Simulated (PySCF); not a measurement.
Si(H)(F)(Cl)(OH) (ClFH₂OSi), SMILES O[SiH](Cl)F. Geometry optimised at PBE-D3(BJ)/def2-SVP. One conformer was computed; it need not be the lowest.

Computed equilibrium geometry at PBE-D3(BJ)/def2-SVP (PySCF confirms it by a frequency run) as Cartesian coordinates in Å (one conformer of several):
```xyz
6

Si    -0.0168     0.1045     0.5661
O     -1.4461    -0.6763     0.8495
F     -0.2629     1.6942     0.3075
Cl     0.9054    -0.6155    -1.1382
H      0.8362    -0.0746     1.7646
H     -2.0583    -0.7613     0.0972
```
